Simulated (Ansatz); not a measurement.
`[SiH3][GeH]1[CH2][NH]1`, relaxed with RKS PBE-D4/def2-SVP in Ansatz 0.2.0 from a rough embedded geometry. The force threshold is 0.03 eV/Å; the program also tests the step.

Charge 0, multiplicity 1.

Start:

```xyz
11

Si   -0.710   -0.763   -1.476
Ge    0.263    0.871   -0.270
C     0.128    0.651    1.603
N     1.271    0.118    1.163
H    -1.389   -0.184   -2.701
H    -1.726   -1.505   -0.716
H     0.292   -1.712   -1.977
H     1.141    1.997   -0.916
H     0.302    1.577    2.229
H    -0.679   -0.053    1.986
H     1.107   -0.997    1.076
```

Task: By how much does the energy fall, and how many steps does the optimiser take? (Estimate.)

Result: Computed: 69.30 kJ/mol, in 11 steps, 1 of them rejected.

Task: Which bonds change most? (An estimate is asked.)

Result: Computed: C3–N4 from 1.335 to 1.458 Å; Si1–Ge2 from 2.252 to 2.362 Å; N4–H11 from 1.131 to 1.031 Å; Ge2–C3 from 1.890 to 1.960 Å.

Task: Give the relaxed structure. (Best estimate.)

Result: The calculation gave: 
```xyz
11

Si   -0.699   -0.797   -1.606
Ge    0.385    0.835   -0.286
C     0.068    0.731    1.645
N     1.256   -0.008    1.237
H    -1.712   -0.191   -2.539
H    -1.402   -1.710   -0.634
H     0.275   -1.606   -2.422
H     1.324    1.921   -0.852
H     0.266    1.655    2.221
H    -0.837    0.193    1.989
H     1.077   -1.023    1.248
```
